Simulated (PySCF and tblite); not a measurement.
Values are calculated unless marked as measured or tabulated.
System: C₅H₅NO, numbered as in [O:1]=[CH:2][c:3]1[cH:4][cH:5][nH:6][cH:7]1.

The path came from a restrained scan, a climbing-image band and a saddle search at GFN2-xTB; energies are PBE0/pcSseg-1 + D3(BJ), IEF-PCM methanol//GFN2-xTB, thermal terms GFN2-xTB. Rates follow Eyring's equation with the number of equivalent paths and no tunnelling. Programs: tblite and PySCF.

Question: Estimate the barrier and the room-temperature rate of the rotation about the C3–C2 bond (torsion C4–C3–C2–O1 from -180° to 0°, rising).

Answer: The electronic barrier is 11.7 kcal/mol and ΔG‡(298 K) 11.6 kcal/mol, over a C1 saddle with an imaginary mode of 174i cm⁻¹ (GFN2-xTB). With 2 equivalent paths, k is 4.2×10⁴ s⁻¹, a mean lifetime of the start of 24 µs against this motion. The end lies 0.7 kcal/mol below the start in free energy.
